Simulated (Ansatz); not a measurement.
Reaction (formal exchange of groups at the Si–C bond): `BrC[SiH2]Br` + `CC[NH][AlH2]` → `[AlH2][NH][SiH2]Br` + `CCCBr`

Isolated molecules relaxed with PBE0-D4/def2-TZVP in Ansatz; ΔE leaves out vibrations. CCSD(T)/CBS adds triple-zeta CCSD(T) − MP2 to the extrapolated MP2 energy (def2 sets, frozen cores). Functionals use def2-TZVPP. For Br outer-core shells are correlated without core-valence functions, which leaves a few kJ/mol of doubt a bond. Scalar relativity is left out up to krypton. Each species was taken in one conformer, which may not be the lowest.

```tsv
level	ΔE (kcal/mol)	difference from CCSD(T)/CBS
PBE-D4	-23.5	3.2
PBE0-D4	-25.0	1.7
B2PLYP	-26.1	0.6
PBE	-23.3	3.4
r2SCAN	-25.9	0.8
CCSD(T)/def2-TZVPP	-26.4	0.3
HF/def2-QZVPP	-28.2	-1.5
MP2/def2-QZVPP	-27.7	-1.0
MP2/CBS(def2)	-27.7	-1.0
CCSD/CBS(def2)	-26.9	-0.2
CCSD(T)/CBS	-26.7	0
```

Largest T1 diagnostic among the species: 0.011.

From PBE to PBE0 (25 % exact exchange), in def2-TZVPP and without D4, ΔE moves by −1.5 kcal/mol.
